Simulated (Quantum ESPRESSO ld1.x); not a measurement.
Q: Tl XVII, configuration [Kr] 4d10 4f14 5s2 5p3 (the NIST ground configuration). Calculated with ld1.x of Quantum ESPRESSO 7.5: scalar-relativistic Kohn-Sham, LDA (Slater exchange, VWN5 correlation), spin-polarised, spherical densities, point nucleus; open shells are filled with parallel spins first. Some entries of the table are withheld. Estimate them.

orbital,occ.,eigenvalue (eV),<r^2> (bohr^2)
1s up,1,-85919.076,0.0003690
1s down,1,-85918.434,0.0003690
2s up,1,-15582.166,0.005606
2s down,1,-15581.790,0.005606
2p up,3,-13453.882,0.004756
2p down,3,-13453.366,0.004756
3s up,1,-3975.029,0.03608
3s down,1,-3974.611,0.03608
3p up,3,-3362.549,0.03726
3p down,3,-3362.090,0.03726
3d up,5,-2728.323,0.03084
3d down,5,-2727.881,0.03083
4s up,1,-1143.894,0.1723
4s down,1,-1143.152,0.1722
4p up,3,-942.457,0.1968
4p down,3,-941.627,0.1965
4d up,5,-706.583,0.2197
4d down,5,-705.593,0.2189
4f up,7,-444.633,0.2442
4f down,7,-443.388,0.2417
5s up,1,(1),0.7420
5s down,1,(2),0.7391
5p up,3,-378.198,0.8869
5p down,0,-373.248,0.8866
5d up,0,-299.463,(3)
5d down,0,-294.584,(4)
6s up,0,(5),2.310
6s down,0,(6),2.344

A: 
(1) 5s up eigenvalue (eV): -442.026
(2) 5s down eigenvalue (eV): -437.364
(3) 5d up <r^2> (bohr^2): 1.125
(4) 5d down <r^2> (bohr^2): 1.133
(5) 6s up eigenvalue (eV): -234.608
(6) 6s down eigenvalue (eV): -232.101
